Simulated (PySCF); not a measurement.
Isomers of C6H8F3OP, mass 184.026 u with the commonest isotopes. Computed with PBE0/pcSseg-1 in PySCF (dipole) on a GFN2-xTB geometry, gas phase. One conformer each, none proved a minimum here; rigid rotors.

Task: Order these by rotational constant A, largest first.
A. `[CH3:1][CH2:2][P:3]1[C:4]([O:5][CH3:6])=[C:7]1[C:8]([F:9])([F:10])[F:11]` with C1–C2–P3–C4 73°, P3–C4–O5–C6 -177°
B. `[O:1]=[C:2]1[CH2:3][CH2:4][P:5]([C:6]([F:7])([F:8])[F:9])[CH2:10][CH2:11]1` with O1–C2–C3–C4 -136°, C2–C3–C4–P5 -60°, C3–C4–P5–C6 -84°, C4–P5–C10–C11 45°
C. `[F:1][C:2]([F:3])=[C:4]([F:5])[P:6]1[CH2:7][CH2:8][O:9][CH2:10][CH2:11]1` with C2–C4–P6–C7 59°, C4–P6–C7–C8 155°, P6–C7–C8–O9 -66°, C7–C8–O9–C10 66°, C8–O9–C10–C11 -66°
D. `[CH2:1]=[CH:2][P@:3](=[O:4])([CH2:5][CH3:6])[C:7]([F:8])=[C:9]([F:10])[F:11]` with C1–C2–P3–O4 -1°, C2–P3–C5–C6 176°, C2–P3–C7–F8 114°

Result: B (1988 MHz), C (1902 MHz), A (1198 MHz), D (1156 MHz).

Task: Order these by dipole moment, smallest first.
A. `[CH2:1]=[CH:2][P@:3](=[O:4])([CH2:5][CH3:6])[C:7]([F:8])=[C:9]([F:10])[F:11]` with C1–C2–P3–O4 -1°, C2–P3–C5–C6 176°, C2–P3–C7–F8 114°
B. `[O:1]=[C:2]1[CH2:3][CH2:4][P:5]([C:6]([F:7])([F:8])[F:9])[CH2:10][CH2:11]1` with O1–C2–C3–C4 -136°, C2–C3–C4–P5 -60°, C3–C4–P5–C6 -84°, C4–P5–C10–C11 45°
C. `[CH3:1][CH2:2][P:3]1[C:4]([O:5][CH3:6])=[C:7]1[C:8]([F:9])([F:10])[F:11]` with C1–C2–P3–C4 73°, P3–C4–O5–C6 -177°
D. `[F:1][C:2]([F:3])=[C:4]([F:5])[P:6]1[CH2:7][CH2:8][O:9][CH2:10][CH2:11]1` with C2–C4–P6–C7 59°, C4–P6–C7–C8 155°, P6–C7–C8–O9 -66°, C7–C8–O9–C10 66°, C8–O9–C10–C11 -66°

Result: B (0.91 D), D (1.25 D), C (2.77 D), A (3.47 D).

Task: Order these by radius of gyration √(Σ m r²/M), smallest first.
A. `[O:1]=[C:2]1[CH2:3][CH2:4][P:5]([C:6]([F:7])([F:8])[F:9])[CH2:10][CH2:11]1` with O1–C2–C3–C4 -136°, C2–C3–C4–P5 -60°, C3–C4–P5–C6 -84°, C4–P5–C10–C11 45°
B. `[CH3:1][CH2:2][P:3]1[C:4]([O:5][CH3:6])=[C:7]1[C:8]([F:9])([F:10])[F:11]` with C1–C2–P3–C4 73°, P3–C4–O5–C6 -177°
C. `[F:1][C:2]([F:3])=[C:4]([F:5])[P:6]1[CH2:7][CH2:8][O:9][CH2:10][CH2:11]1` with C2–C4–P6–C7 59°, C4–P6–C7–C8 155°, P6–C7–C8–O9 -66°, C7–C8–O9–C10 66°, C8–O9–C10–C11 -66°
D. `[CH2:1]=[CH:2][P@:3](=[O:4])([CH2:5][CH3:6])[C:7]([F:8])=[C:9]([F:10])[F:11]` with C1–C2–P3–O4 -1°, C2–P3–C5–C6 176°, C2–P3–C7–F8 114°

Result: D (2.269 Å), A (2.322 Å), B (2.386 Å), C (2.438 Å).

```
                   SMILES  point group  Ia (u·Å²)  Ib (u·Å²)  Ic (u·Å²)      κ  μa (D)  μb (D)  μc (D)
     O=C1CCP(C(F)(F)F)CC1           C1     254.26     837.08     892.37  -0.95    0.30    0.56    0.65
     CCP1C(OC)=C1C(F)(F)F           C1     421.91     724.94     949.21  -0.50    1.42    2.08    1.14
       FC(F)=C(F)P1CCOCC1           C1     265.71     874.05    1047.78  -0.86    1.18    0.34    0.22
C=C[P@](=O)(CC)C(F)=C(F)F           C1     437.04     600.32     857.61  -0.11    1.18    0.34    3.25
```
